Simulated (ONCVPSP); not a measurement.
# u(r) = r·R(r): atom against pseudo-atom (Ca (Z = 20))

Columns: radius, all-electron u(r) and pseudo u(r) of the 3s shell (level -45.60 eV) of calcium in the configuration [Ne] 3s2 3p6 3d0.5 4s1.5; PBE, scalar-relativistic, ONCV scheme, ONCVPSP 4.0.1.

```csv
r (bohr),all-electron,pseudo
0.140,-0.2386,0.2225
0.280,-0.5090,0.4306
0.420,-0.1137,0.6114
0.560,0.3896,0.7551
0.700,0.7629,0.8555
0.840,0.9673,0.9105
0.980,1.0319,0.9220
1.120,1.0023,0.8953
1.260,0.9189,0.8383
1.400,0.8107,0.7601
1.540,0.6963,0.6697
1.680,0.5865,0.5753
1.820,0.4869,0.4835
1.960,0.3998,0.3993
2.100,0.3255,0.3255
2.240,0.2632,0.2632
2.380,0.2117,0.2117
2.520,0.1695,0.1695
2.660,0.1352,0.1352
2.800,0.1076,0.1076
2.940,0.0854,0.0854
3.080,0.0677,0.0677
3.220,0.0536,0.0536
3.360,0.0423,0.0423
3.500,0.0334,0.0334
3.640,0.0263,0.0263
```

Problem. How many radial nodes do the two functions have?

Solution. The all-electron 3s function has n − l − 1 = 2 (the table is too coarse to show those close to the nucleus); the pseudo-wave has 0, since the states of the same l below it are removed with the core.

Problem. At about which radius was the pseudo-wave matched?

Solution. 2.25 bohr. The columns agree to 0.0005 from 2.10 bohr on; several derivatives are matched, so the curves merge somewhat inside the radius.

Problem. Is the pseudo-wave norm-conserving?

Solution. Yes: the ONCV scheme keeps the norm inside the radius equal to the all-electron one, which fixes the energy derivative of the logarithmic derivative at the level.
